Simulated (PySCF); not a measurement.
**Which determinant of GeCl lies lowest?**

Unrestricted PBE0; Ge cc-pVTZ-PP with ECP10, Cl cc-pV(T+d)Z; scalar-relativistic core potentials (PySCF 2.14). Outer shells of the fragments: Ge 3d10 4s2 4p2; Cl 3s2 3p5.

Followed along the bond (rough minima from three points):

```csv
2Ms+1,unpaired,⟨S²⟩ at the start,R at minimum (Å),Te (eV)
2,π ↑,0.75,2.18,0.00
4,"σ ↑, π ↑↑",3.75,2.20,3.56
```

Solutions found at the starting distance of 2.130 Å, counted from the lowest of them; the search is not exhaustive and high or unbound solutions are not listed, so other states can lie among these:

```tsv
2Ms+1	unpaired	term	E (eV)	⟨S²⟩	⟨Lz²⟩	μ (D)
2	π ↑	²Π	0.00	0.75	1.01	-1.45
2	σ ↑	²Σ⁺	3.12	0.75	0.00	-0.57
4	σ ↑, π ↑↑	⁴Σ⁻	3.57	3.75	0.00	-0.55
2	σ ↑, π ↑↓	mixed	4.40	1.76	2.02	-0.05
2	σ ↓, π ↑↑	mixed	4.52	1.77	0.00	0.29
4	π ↑↑↑	⁴Π	5.09	3.76	1.01	3.19
4	σ ↑↑, π ↑	⁴Π	6.48	3.76	1.00	0.29
4	σ ↑, π ↑↑	mixed	7.60	3.76	2.02	3.35
4	σ ↑, π ↑↑	mixed	7.82	3.76	2.02	3.37
```

A term symbol is given only where ⟨S²⟩ and ⟨Lz²⟩ are close to those of a pure state; real π, δ and φ orbitals otherwise mix terms. A positive dipole means Ge(−)Cl(+).

Spin–orbit coupling is left out. Counting both spins, an empty level lies below a filled one in some of these solutions, because spin and occupation are held.
